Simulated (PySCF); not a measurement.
Ionisation energy of Yb⁴⁴⁺ by level of theory

Yb⁴⁴⁺ [Ar] 3d8 (3F) → Yb⁴⁵⁺ [Ar] 3d7 (4F), as a difference of total energies. Calculation: PySCF 2.14, in an even-tempered Gaussian basis (18 s from 9.2 bohr⁻², ratio 2.5; 13 p from 12 bohr⁻², ratio 2.5; 8 d from 12 bohr⁻², ratio 2.5; 4 f from 49 bohr⁻², ratio 2.7; 3 g from 74 bohr⁻², ratio 2.7); scalar relativity by spin-free X2C-1e. Correlated levels: outer shells: [Ne] frozen; virtual orbitals above 40 to 60 times the deepest correlated orbital energy dropped. The calculations carry no spin-orbit coupling.

| method | ionisation energy (eV) |
| --- | --- |
| UHF | 3696.7 |
| LDA | 3697.0 |
| PBE | 3696.9 |
| PBE0 | 3697.5 |
| r2SCAN | 3698.7 |
| PBEsol | 3696.6 |
| M06 | 3699.5 |
| MP2 (outer shells) | 3698.2 |
| SCS-MP2 (outer shells) | 3698.2 |

Spin-orbit coupling is strong in these open shells (close to jj coupling). The scalar numbers leave it out and a first-order estimate fails, so it can dominate the gap to the real levels.

Breit and QED terms and the two-electron picture change are absent.

For comparison: 3677 ± 4 eV (theoretical estimate listed by NIST; NIST Atomic Spectra Database, ionization energies).
